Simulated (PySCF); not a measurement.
C₂H₇NSi₂. Atoms are numbered in the order given.

```xyz
12

C      2.2218     0.8227    -0.0318
Si     0.7716    -0.3054    -0.4165
N     -0.5842     0.5621    -1.2542
C     -1.5768     0.4350    -0.4412
Si    -1.0063    -0.5754     1.1071
H      2.6869     1.1744    -0.9673
H      1.8928     1.7014     0.5437
H      2.9882     0.2888     0.5529
H      1.2345    -1.4814    -1.2109
H     -2.5609     0.8799    -0.6933
H     -1.6975    -1.8850     1.3203
H     -1.0391     0.1719     2.4039
```

Coordinates come from a B3LYP-D3(BJ)/def2-SVP optimisation. The structure was generated by enumeration; whether it is a known compound was not checked.

Level of theory: PBE0/pcSseg-1 (PySCF).

GIAO shieldings, no solvent; atoms listed in one row are averaged. δ = σ(ref) − σ: ¹³C against TMS (σ = 186.3 ppm); ²⁹Si against TMS (σ = 352.7 ppm); ¹⁵N against NH3 (σ = 267.4 ppm); ¹H against TMS (σ = 31.56 ppm), references at their B3LYP-D3(BJ)/def2-TZVP geometries, non-relativistic.

| nucleus | atoms | count | δ (ppm) |
|---|---|---|---|
| ¹³C | C4 | 1 | 221.6 |
| ¹³C | C1 | 1 | 1.8 |
| ²⁹Si | Si2 | 1 | 13.9 |
| ²⁹Si | Si5 | 1 | -31.0 |
| ¹⁵N | N3 | 1 | 584.0 |
| ¹H | H10 | 1 | 10.68 |
| ¹H | H9 | 1 | 5.91 |
| ¹H | H11 | 1 | 5.62 |
| ¹H | H12 | 1 | 5.51 |
| ¹H | H6, H7, H8 | 3 | 1.02 |
